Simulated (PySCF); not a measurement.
Nb(O)(OH)(NH2)2 (H₅N₂NbO₂), SMILES [NH2][Nb]([NH2])(=[O])[OH], multiplicity 1. Atoms are numbered in the order given.

```xyz
10

Nb     0.0580    -0.0186     0.0000
O      1.7415     0.1915     0.0000
O     -0.5235    -1.8380     0.0000
H     -0.0708    -2.6853     0.0000
N     -0.6241     0.8603    -1.6355
H     -1.5974     0.8860    -1.9296
H     -0.0589     1.4022    -2.2834
N     -0.6241     0.8603     1.6355
H     -0.0589     1.4022     2.2834
H     -1.5974     0.8860     1.9296
```

Geometry optimised at PBE0-D3(BJ)/def2-SVP. The multiplicity is an assumed one; no other spin state was optimised. The structure was generated by enumeration; whether it is a known compound was not checked. The def2 effective core potentials stand for the cores of Nb; spin–orbit coupling is left out. The values are those of a single conformer.

All values below come from B3LYP/def2-TZVP run with PySCF.

Atomic charges (e):

| atom | Löwdin | Mulliken |
|---|---|---|
| Nb1 | ? | 1.77 |
| O2 | -0.31 | -0.59 |
| O3 | ? | -0.76 |
| H4 | 0.17 | 0.34 |
| N5 | -0.40 | -0.86 |
| H6 | ? | 0.23 |
| H7 | ? | 0.25 |
| N8 | -0.40 | -0.86 |
| H9 | ? | 0.25 |
| H10 | ? | 0.23 |

**Question.** Fill in the missing entries. (Estimate from the structure and the level; the computed values follow.)

**Answer.** 
- Nb1, Löwdin: 0.68
- O3, Löwdin: -0.34
- H6, Löwdin: 0.15
- H7, Löwdin: 0.15
- H9, Löwdin: 0.15
- H10, Löwdin: 0.15
